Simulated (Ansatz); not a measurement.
Input file for Ansatz (a first-principles code): R-SVWN5/def2-TZVPPD on H2O (SMILES O). The basis file is the Basis Set Exchange's JSON of that set.

Ansatz 0.2 input:
```yaml
crystal:
  periodic: [false, false, false]
  atoms:
    - {symbol: O, position_ang: [-0.00000000, 0.00000000, 0.38961139]}
    - {symbol: H, position_ang: [0.00000000, 0.76498632, -0.19485569]}
    - {symbol: H, position_ang: [0.00000000, -0.76498632, -0.19485569]}
basis:
  gaussian:
    orbitals: def2-TZVPPD.json
hamiltonian:
  xc: {name: SVWN5}
scf: {lower_state_search: off}
```

The log:

```
WARN ansatz: RAYON_NUM_THREADS=4 ignored (pool sized by the plan → 4); use --threads N
Functional definition: SVWN5
these checks for a lower state are left out or cut short: stability, starts, cluster_reference, orbital_swaps, neighbouring_geometries, increment
integrals: 0.01 GiB planned
302 factors; their error is unknown
mean field: 0.13 GiB planned
mean field evaluation 1: about -2059.8010 eV, gradient 6.1e1 eV
mean field evaluation 2: about -2030.4587 eV, gradient 1.3e2 eV
mean field evaluation 4: about -2065.5603 eV, gradient 1.1e0 eV
mean field evaluation 8: about -2065.5598 eV, gradient 1.2e-2 eV
mean field -2065.55984252 eV, -75.9079241259 hartree, gradient 8.8e-7 eV, S^2 0.000000; 0 other end points of the search recorded, 0 dependent functions left out
reference -2065.55988018 eV, -75.9079255098 hartree; 5, 5 occupied and 69, 69 virtual orbitals, 302 factors
Total energy: -2065.55988018 eV, -75.9079255098 hartree
Checks for a lower state left out: stability, starts, cluster_reference, orbital_swaps, neighbouring_geometries, increment
```

The run converged.

Cost: about 0.25 core-seconds (a rough figure).
